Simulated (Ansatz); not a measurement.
Harmonic frequencies (cm⁻¹) at PBE0-D4/def2-TZVP from Ansatz: 129, 239, 366, 411, 486, 545, 610, 695, 732, 870, 923, 944, 1196, 1383, 2233, 2261, 3090, 3172.

(1) Which molecule is it?
A. `BrB1C[SiH2]1`
B. `BrC1B[SiH2]1`
C. `Br[SiH]1BC1`
D. `N[SiH](O)C=S`

Results:

(1) A.
